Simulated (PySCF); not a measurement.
# The second ionisation energy along the 4d series

All values are computed (PySCF 2.14, energy differences of UHF-based or UKS calculations, no spin-orbit coupling). Values in eV. The last column holds reference values (NIST; (s) semi-empirical, (t) theoretical, else measured). Unmarked ones compare directly (S terms, centres of terms, or small fine structure); those marked * lie between the lowest fine-structure levels and include a spin-orbit shift.

```csv
element,configurations,UHF,PBE,PBE0,r2SCAN,SCS-MP2 (valence),MP2 (valence and next inner shell),reference
"Zr (aug-cc-pwCVTZ-PP with ECP28MDF, ECP)",[Kr] 4d2 5s1 → [Kr] 4d2,12.271,13.428,13.200,13.318,12.351,13.027,13.13 *
"Nb (aug-cc-pwCVTZ-PP with ECP28MDF, ECP)",[Kr] 4d4 → [Kr] 4d3,13.044,14.486,14.325,n/a,13.235,14.118,14.32 (s) *
"Mo (aug-cc-pwCVTZ-PP with ECP28MDF, ECP)",[Kr] 4d5 → [Kr] 4d4,15.074,16.406,16.267,16.282,15.303,16.140,16.16 ± 0.12 (s) *
"Tc (aug-cc-pwCVTZ-PP with ECP28MDF, ECP)",[Kr] 4d5 5s1 → [Kr] 4d5,14.242,15.677,15.383,15.630,14.440,15.256,15.26 (s)
"Ru (aug-cc-pwCVTZ-PP with ECP28MDF, ECP)",[Kr] 4d7 → [Kr] 4d6,14.879,16.935,16.685,16.554,16.561,16.397,16.76 ± 0.06 (s) *
"Rh (aug-cc-pwCVTZ-PP with ECP28MDF, ECP)",[Kr] 4d8 → [Kr] 4d7,16.098,18.359,18.078,18.056,17.939,18.006,18.08 (s) *
"Pd (aug-cc-pwCVTZ-PP with ECP28MDF, ECP)",[Kr] 4d9 → [Kr] 4d8,17.353,19.675,19.391,19.189,19.316,19.567,19.43 ± 0.12 (s) *
"Ag (aug-cc-pwCVTZ-PP with ECP28MDF, ECP)",[Kr] 4d10 → [Kr] 4d9,19.659,21.724,21.499,21.492,21.612,21.820,21.484 *
"Cd (aug-cc-pwCVTZ-PP with ECP28MDF, ECP)",[Kr] 4d10 5s1 → [Kr] 4d10,15.567,17.441,17.083,17.238,16.641,16.993,16.908
```

"Valence" correlates the outer s and p shells and, in groups 3 to 12 and the f block, the outer d or f shell, open or full, or the next shell where the ion has no valence electron left; the wider scheme adds the next inner shell.
